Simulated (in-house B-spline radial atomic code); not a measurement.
Settings and results of a run for the selenium ion Se⁺ (an excited or competing configuration). Method: scalar-relativistic (X2C) r2SCAN0, spin-polarised, spherical fractional occupations, exact exchange averaged over the configuration, Fermi nucleus of rms radius 4.14 fm. Calculated with an all-electron radial atomic-structure program (B-spline basis).

Command:
```bash
python run_scf.py task.json out
```
Settings (nuclear radius in fm, mass in u):
```
Z                34
configuration    [Ar] 3d9 4s2 4p3 4d1
hamiltonian      x2c
method           r2scan0
spin_polarised   True
nucleus          fermi
rms_radius       4.14
atomic_mass      79.91652
speed_of_light   137.035999084
exact_exchange   averaged over the configuration
```

Output (hartree, bohr):
```
 radial grid: 82 intervals, B-splines of order 8, outer radius 60 bohr

 iter        energy (Eh)    residual
    1       -2427.038092    6.76e-02
    2       -2427.044328    2.02e-03
    3       -2427.044379    1.05e-03
    4       -2427.044382    5.28e-04
    5       -2427.044383    3.29e-05
    6       -2427.044383    7.43e-06
    7       -2427.044383    3.42e-06
    8       -2427.044383    7.13e-07
    9       -2427.044383    5.99e-08

 total energy                     -2427.04438
 kinetic                            2485.0694
 electron-nucleus                  -5831.0567
 Hartree                            1006.2512
 exact exchange                      -21.2587
 exchange-correlation                -66.0497

 orbital      occ     eigenvalue          <r>       <r^2>       <1/r>       r_max
 1s up      1.000      -463.2962    0.0436796  0.00258109     35.3247     0.02833
 1s down    1.000      -463.2829    0.0436784  0.00258094     35.3255     0.02833
 2s up      1.000       -61.3634     0.195347   0.0450832     7.77969      0.1642
 2s down    1.000       -61.3036     0.195229   0.0450224     7.78407      0.1642
 2p up      3.000       -54.0115      0.17102   0.0358291     7.48524      0.1317
 2p down    3.000       -53.9542     0.170909   0.0357745     7.48861      0.1316
 3s up      1.000        -9.3871     0.567118    0.369773     2.54198      0.4994
 3s down    1.000        -9.2826     0.568149    0.370941      2.5338      0.5001
 3p up      3.000        -7.0397      0.58067    0.394566     2.37157      0.4974
 3p down    3.000        -6.9228     0.582176    0.396358     2.36247      0.4984
 3d up      5.000        -3.1753     0.606154    0.453692     2.08611      0.4483
 3d down    4.000        -3.0762     0.606156    0.452501      2.0836      0.4496
 4s up      1.000        -1.3689       1.6545     3.10765    0.799985       1.438
 4s down    1.000        -1.1561      1.65223     3.10867    0.805069        1.43
 4p up      3.000        -0.8507       1.9225     4.23717    0.678744       1.632
 4d up      1.000        -0.2368      3.32205     13.2002     0.39327       2.513
```

Time taken, with all properties: 0.68 s on 1 thread of Arm Neoverse N1, on a shared host.

One-electron X2C: radii and densities carry no picture-change correction, so inner-shell <1/r> comes out high (for 1s by about 2 % at Z = 33, 5 % at 54, 10 % at 75, 30 % at 118) and <r> low.
